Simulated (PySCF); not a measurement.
CH₇ClSi₂.
SMILES with atom numbers: `[SiH3:1][CH:2]([SiH3:3])[Cl:4]` (hydrogens: H5, H6, H7 on Si1; H8 on C2; H9, H10, H11 on Si3)

The same species was optimised twice, with GFN2-xTB and with PBE0-D3(BJ)/def2-SVP (PySCF), and the same property calculations (PySCF, gas phase) were run on both structures.

```tsv
coordinate	GFN2-xTB	PBE0-D3(BJ)/def2-SVP	change
Si1–H6 (Å)	1.464	1.496	+0.032
Si3–H10 (Å)	1.464	1.496	+0.032
Si1–H5 (Å)	1.460	1.491	+0.031
Si3–H9 (Å)	1.460	1.491	+0.031
Si1–H7 (Å)	1.462	1.491	+0.029
Si3–H11 (Å)	1.462	1.491	+0.029
C2–Si3 (Å)	1.908	1.894	-0.014
Si1–C2 (Å)	1.908	1.894	-0.014
C2–H8 (Å)	1.090	1.103	+0.013
C2–Cl4 (Å)	1.803	1.809	+0.006
Si1–C2–Si3 (°)	118.5	115.7	-2.8
Cl4–C2–H8 (°)	104.9	106.8	+1.9
H9–Si3–H10 (°)	111.1	109.4	-1.7
H5–Si1–H6 (°)	111.1	109.4	-1.7
Si3–C2–Cl4 (°)	106.3	107.9	+1.6
Si1–C2–Cl4 (°)	106.4	107.8	+1.4
C2–Si1–H6 (°)	107.5	108.9	+1.4
C2–Si3–H11 (°)	108.4	109.7	+1.3
```

Rotational constants: A = 3231, B = 2677, C = 1572 MHz (GFN2-xTB) against A = 3107, B = 2772, C = 1575 MHz (PBE0-D3(BJ)/def2-SVP). Point groups within 0.08 Å: Cs and Cs.

On the GFN2-xTB structure: HOMO (eV) -8.00 [PBE0/pcSseg-1]; LUMO (eV) -0.19 [PBE0/pcSseg-1]; dipole (D) 1.67 [PBE0/pcSseg-1]; GIAO shielding of Si1/Si3 (mean) (ppm) 412.2 [PBE0/pcSseg-1]; GIAO shielding of C2 (ppm) 161.9 [PBE0/pcSseg-1]; GIAO shielding of Cl4 (ppm) 868.9 [PBE0/pcSseg-1].

Q: What do these properties become on the PBE0-D3(BJ)/def2-SVP structure?

A: 
```csv
property,level,on GFN2-xTB,on PBE0-D3(BJ)/def2-SVP,change
HOMO (eV),PBE0/pcSseg-1,-8.00,-8.13,-0.13
LUMO (eV),PBE0/pcSseg-1,-0.19,-0.33,-0.14
dipole (D),PBE0/pcSseg-1,1.67,1.58,-0.09
"energy, GFN2-xTB geometry as zero (kcal/mol)",PBE0/pcSseg-1,0.0,-1.4,-1.4
GIAO shielding of Si1/Si3 (mean) (ppm),PBE0/pcSseg-1,412.2,410.4,-1.8
GIAO shielding of C2 (ppm),PBE0/pcSseg-1,161.9,160.6,-1.3
GIAO shielding of Cl4 (ppm),PBE0/pcSseg-1,868.9,864.5,-4.4
```

The heavy atoms differ by 0.035 Å rms after alignment. Among all bonds Si1–H5, Si1–H6, Si3–H9 and Si3–H10 change most and about equally (+0.031 to +0.032 Å). Changes are differences of the printed values. Neither structure is proved a minimum here.
